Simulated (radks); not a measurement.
Species: Lu2+. Configuration: [Xe] 4f14 6s1 (the NIST ground configuration).

Calculated with a radial shooting solver on a logarithmic mesh with Libxc functionals: Dirac Kohn-Sham, PBE, spin-unpolarised, spherical densities, finite nucleus; Fermi nuclear charge, rms radius 5.37 fm.

Energy parts (hartree):
part                       energy
total                 -14578.4815
kinetic                16245.3146
electron-nucleus      -36206.3907
Hartree                 5684.2487
exchange-correlation    -301.6541

Orbitals (lengths in bohr, moments of r in powers of bohr):
orbital,occ.,eigenvalue (hartree),<1/r>
1s1/2,2,-2321.119,82.18
2s1/2,2,-395.4085,19.88
2p1/2,2,-377.4896,19.86
2p3/2,4,-336.4229,16.96
3s1/2,2,-90.09234,7.291
3p1/2,2,-82.15226,7.208
3p3/2,4,-73.39279,6.463
3d3/2,4,-59.89555,6.353
3d5/2,6,-57.98304,6.173
4s1/2,2,-18.44045,3.053
4p1/2,2,-15.20508,2.943
4p3/2,4,-13.21286,2.683
4d3/2,4,-7.88979,2.462
4d5/2,6,-7.52615,2.398
5s1/2,2,-2.87429,1.145
5p1/2,2,-1.97575,1.012
5p3/2,4,-1.71828,0.9232
4f5/2,6,-1.01768,1.848
4f7/2,8,-0.96160,1.816
6s1/2,1,-0.64583,0.4143
5d3/2,0,-0.62717,0.5996
5d5/2,0,-0.60827,0.5820
6p1/2,0,-0.47214,0.3459
6p3/2,0,-0.44135,0.3257

The highest occupied level is 6s1/2 at -17.574 eV. The density falls to 0.001 e/bohr^3 at r = 4.05 bohr.
